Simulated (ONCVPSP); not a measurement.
# W (Z = 74): one change to an ONCV potential, before and after

ONCVPSP 4.0.1 input, shortened (lines: element, Z, core and valence counts, functional; n l f; lmax; l rc ep ncon nbas qcut; lloc lpopt rc5 dvloc0; l nproj debl; icmod fcfact rcfact), PBE, scalar-relativistic:

```
  W 74.00   12    2        4      upf
    1    0    2.00
    2    0    2.00
    2    1    6.00
    3    0    2.00
    3    1    6.00
    3    2   10.00
    4    0    2.00
    4    1    6.00
    4    2   10.00
    4    3   14.00
    5    0    2.00
    5    1    6.00
    5    2    4.00
    6    0    2.00
    2
    0    2.90    0.00    4    8    2.60
    1    3.10    0.07    4    7    2.40
    2    2.45    0.00    4    9    7.30
    4    5    1.95    2.00
    0    2    0.70
    1    2    2.30
    2    2    2.20
    3    5.50    1.10
```

In the p channel the program set the typed energies aside and used 0.050, 2.350 Ha.

Change: core correction Teter function, fcfact 4.5, rcfact 1.1.

Cutoffs: the cutoffs (Ha) at which the residual kinetic energy of the hardest occupied pseudo-wave falls to 1 and 0.1 mHa per electron; they do not see the model core or the augmentation charge, which bear on the density cutoff. Errors are all-electron minus pseudo energies relative to the spin-unpolarised reference configuration.

Q: Predict the effect on cutoff, ghosts and configuration errors.

A: The potential gets neither clearly harder nor softer (14 Ha and 17 Ha → 14 Ha and 17 Ha); of the 4 tests that both files solve, the error grows in 2 and shrinks in 0 by more than 15 % and 0.3 meV (median size 49.5 → 50.7 meV); neither file shows a bound ghost. A model core, the more so a compact one, raises the density cutoff, which this test does not measure.

```csv
quantity,base,changed
"cutoff, loose",14 Ha,14 Ha
"cutoff, tight",17 Ha,17 Ha
bound ghosts,none,none
GHOST(+) flags under 300 eV,"s at 28.0 eV, p at 81.6 eV","s at 28.0 eV, p at 81.6 eV"
"error for 5d4 6s1, meV [ΔE 8.88 eV]",+0.3,+0.8
"error for 5d4 6s0, meV [ΔE 24.56 eV]",+40,+45
"error for 5d3 6s0, meV [ΔE 49.95 eV]",+77,+91
"error for 5d3 6s2 6p1, meV [ΔE 4.02 eV]",-59,-56
s: phases at 2.95 bohr within 0.05 rad from the reference energy up to (Ha; the scan ends near 5),1.0,1.0
p: phases at 3.15 bohr within 0.05 rad from the reference energy up to (Ha; the scan ends near 5),2.8,2.8
d: phases at 2.48 bohr within 0.05 rad from the reference energy up to (Ha; the scan ends near 5),to the end of the scan,to the end of the scan
"rms error of d²Exc/dni dnj with the model core, mHa",3.82,4.23
```
